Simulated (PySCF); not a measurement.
## Dipole response of Ru⁺ (ruthenium, charge +1)

[Kr] 4d7, high-spin 4F determinant. Calculation: PySCF 2.14, in ANO-RCC-VTZP (7s6p4d2f1g, 68 functions); scalar relativity by spin-free X2C-1e. Coupled (time-dependent) response in atomic units; α is the mean over directions. The basis has no added diffuse functions, which lowers α and C₆.

| method | mean α (bohr³) | C₆ (like pair) | S(−4) |
| --- | --- | --- | --- |
| UHF | 12.13 | 72.86 | 73.66 |
| PBE | 14.66 | 87.70 | 133.5 |
| PBE0 | 13.71 | 82.33 | 107.2 |

S(−4) is the Cauchy moment in α(ω) = α(0) + S(−4) ω² + …

Spin-orbit coupling is absent.

α(iu) at PBE:

```
u (hartree)  α(iu) (bohr³)
          0          14.66
     0.0500          14.34
      0.100          13.50
      0.200          11.32
      0.300          9.463
      0.500          7.185
      0.750          5.607
       1.00          4.544
       1.50          3.103
       2.00          2.199
       3.00          1.228
       5.00         0.5256
```

For an ion, C₆ is the dispersion term alone; charge-induced terms of lower order in 1/R come first.
